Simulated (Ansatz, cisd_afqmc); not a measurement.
System: CaF, charge 1, singlet. CaF+ (SMILES [Ca+][F]).
B3LYP-D3(BJ)/def2-TZVP minimum from Ansatz (a program for electronic structure):
```xyz
2

Ca     0.0000     0.0000    -0.5840
F      0.0000     0.0000     1.2977
```
Charge +1, spin multiplicity 1.

Total energies in def2-SVP, 8 correlated electrons, 10 frozen orbitals. UHF or UKS for unpaired electrons; spin-orbit terms are left out. Correlated methods leave the cores frozen (noble-gas shells, and filled d and f shells in the p block). No relativity. AFQMC is phaseless with a CISD trial state; ± is one standard error, without the phaseless bias. Outlying blocks are dropped, and bars are widened where a walk drifts. Over all cases where full CI ran beside it in this data, AFQMC minus full CI had a median of +0.1 mEh and passed +0.4 mEh in a tenth of the cases. The spin of CaF+ ([F][Ca+], singlet) was assumed, and the state is the lowest solution found for it.

The bar of a AFQMC/CISD walk is widened from 0.26 to 0.34 mEh, since its error had not levelled off in the blocking analysis, or few joins of blocks were possible.

| method | program | energy (Eh) | minus CCSDTQ (mEh) |
|---|---|---|---|
| HF | Ansatz | -775.89127 | 211.72 |
| MP2 | Ansatz | -776.10057 | 2.42 |
| CCSD | Ansatz | -776.09906 | 3.93 |
| CCSD(T) | Ansatz | -776.10243 | 0.56 |
| CCSDT(Q) | Ansatz | -776.10309 | -0.10 |
| CCSDTQ | Ansatz | -776.10299 | 0.00 |
| AFQMC/CISD | cisd_afqmc | -776.1032 ± 0.0004 | -0.2 ± 0.4 |

Rough core times of Ansatz's runs on a shared machine: CCSD(T) under 20 s, CCSDT(Q) under 20 s, CCSDTQ 90 s.
